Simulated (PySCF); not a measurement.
Question: Write Cartesian coordinates for `[Cl][AlH-]1[Cl+][AlH2-][Cl+]1` as optimised with PBE0-D3(BJ)/def2-SVP.

Answer: 
```
atom  x, y, z in Å
Cl1   -2.910    0.940    0.479
Al2   -1.496   -0.515   -0.059
Cl3    0.141   -0.495    1.542
Al4    1.632    0.431    0.015
Cl5   -0.038    0.374   -1.595
H6    -1.881   -1.978   -0.465
H7     1.878    1.934    0.413
H8     2.685   -0.681   -0.355
```

Any rigid rotation of these coordinates is as good. Atoms count from 1 in this order. Al2 (aluminium bonded to 3 Cl and H) has angles from 90.6° to 123.3°. Al4 (aluminium bonded to 2 Cl and 2 H) has angles from 89.1° to 128.9°. The 4-membered ring Al2–Cl3–Al4–Cl5 has internal angles of 89.1° to 90.6°; it is planar, 0.01 Å rms from its mean plane, widest ring torsion 1°. The 5 Al–Cl bonds span 2.099 Å (Cl1–Al2, drawn single) to 2.326 Å (Cl3–Al4, drawn single), a spread of 0.227 Å.

Bonds between heavy atoms (Å): Cl1–Al2 2.099, Al2–Cl3 2.290, Cl3–Al4 2.326, Al4–Cl5 2.320, Al2–Cl5 2.296.

Method: PBE0-D3(BJ)/def2-SVP geometry optimisation, gas phase (PySCF).

Point group: Cs (every atom within 0.08 Å of its image). PBE0-D3(BJ)/def2-SVP frequencies: not computed here.
